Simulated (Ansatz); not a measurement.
The cluster K3S2, relaxed as a doublet with UKS r2SCAN-D4/def2-SVP in Ansatz, starting from the GFN2-xTB geometry. Force threshold 0.02 eV/Å.

Another isomer (doublet) lies 0.50 eV lower at PBE0-D4/def2-TZVP; other spin states weren't run for this one.

Start:

```xyz
5

K     2.068   -0.675    0.200
K    -1.270    0.385    1.816
K    -1.561    0.545   -3.874
S    -0.558    0.118   -1.213
S     1.321   -0.373    3.072
```

| step | energy (eV) | largest force component (eV/Å) | SCF passes |
| --- | --- | --- | --- |
| 1 | -70630.9541 | 0.421 | 23 |
| 2 | -70631.0425 | 0.211 | 38 |
| 3 | -70631.0614 | 0.095 | 37 |
| 4 | -70631.0645 | 0.007 | 32 |

Force components are those of the run's own axes.

End:

```xyz
5

K     2.0300   -0.6634    0.0998
K    -1.3104    0.3985    1.6626
K    -1.5217    0.5234   -3.6936
S    -0.5080    0.1147   -1.1419
S     1.3102   -0.3731    3.0730
```

By distances, no bond broke or formed. The bond that changes most is K2–S4, from 3.12 to 2.93 Å (atoms count from 1).

No frequencies were taken in this run, so the end may be a saddle point.

Hardware: 4 threads of Arm Neoverse V1 on a shared host. Wall time 29 s.
